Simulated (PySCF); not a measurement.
**C4H9N3OSi2: full NMR table**

```
Formula                               : C4H9N3OSi2
SMILES                                : Cc1ncnnc1O[SiH2][SiH3]
Point group of the computed structure : C1
Degrees of unsaturation               : 4
Carbon signals                        : 4
Proton signals                        : 4
```

Bonds (- single, = double, # triple, : aromatic): C1-C2, C2:N3, N3:C4, C4:N5, N5:N6, N6:C7, C7-O8, O8-Si9, Si9-Si10, C7:C2. C1 carries H11, H12, H13; C4 carries H14; Si9 carries H15, H16; Si10 carries H17, H18, H19.

How the numbers were obtained: PBE0/pcSseg-1 with gauge-including orbitals, coordinates at the GFN2-xTB level, in PySCF (fast rotation and ring inversion assumed for equivalent nuclei, one computed conformer, gas phase, non-relativistic Hamiltonian).

Chemical shifts δ = σref − σ; TMS for 1H and 13C and 29Si; 15N vs NH3; 17O against H2O, all at this level.

```tsv
carbon	δC, type	δH (multiplicity)	HMBC from (2–3 bonds)	span of the C tensor (ppm)
C1	22.8, CH3	2.71 (s)	–	36
C2	157.9, C	–	H14, H11/H12/H13	198
C4	157.7, CH	9.47 (s)	–	208
C7	168.7, C	–	H15/H16, H11/H12/H13	208
```

Other nuclei:
| atoms | nucleus | environment | δ (ppm) | σ (ppm) |
| --- | --- | --- | --- | --- |
| H15/H16 | 1H | hydrogen on a silicon bonded to O, Si | 5.44 | 26.28 |
| H17/H18/H19 | 1H | hydrogen on a silicon bonded to Si | 3.67 | 28.04 |
| Si9 | 29Si | silicon bonded to O, Si, 2 H | -22.6 | 371.7 |
| Si10 | 29Si | silicon bonded to Si, 3 H | -115.1 | 464.3 |
| N5 | 15N | pyridine-type ring nitrogen | 409.5 | -141.8 |
| N6 | 15N | pyridine-type ring nitrogen | 395.7 | -128.0 |
| N3 | 15N | pyridine-type ring nitrogen | 346.5 | -78.8 |
| O8 | 17O | oxygen bonded to C, Si | 121.4 | 214.7 |

- Carbon types of the structure: 2 × C, 1 × CH, 1 × CH3, leaving 5 H on heteroatoms.
- δC 168.7: aromatic carbon bearing oxygen; σ withdrawal by the attached heteroatom moves it downfield of the ring CH carbons.
- δC 157.9: substituted aromatic carbon next to a ring nitrogen.
- δC 157.7: aromatic CH between two ring heteroatoms.
- δC 22.8: methyl carbon on an aromatic ring; aliphatic region, no heteroatom directly attached.
- δH 9.47: hydrogen on an aromatic CH between two ring heteroatoms; it sits in the deshielding region of the aromatic ring current.

Shifts are as computed. Against solution values, carbons near 30 ppm lie about +3 ppm off and those near 130 ppm about +5 ppm. Of 1211 compounds with measured shifts, 218 miss one by over three times the rms of a fit or turn the order of signals round; such compounds aren't used in these exercises. Experimental scales use liquid or dissolved standards, which lie at an offset from isolated NH3 (liquid NH3: subtract about 20 ppm) and H2O (liquid H2O: subtract about 36 ppm). Unscaled 15N shifts of sp2 nitrogen come out 20 to 40 ppm too high even then. Multiplicities follow the n + 1 count of equivalent neighbours, as no J values were calculated; m marks all less simple cases, F and P coupling included.
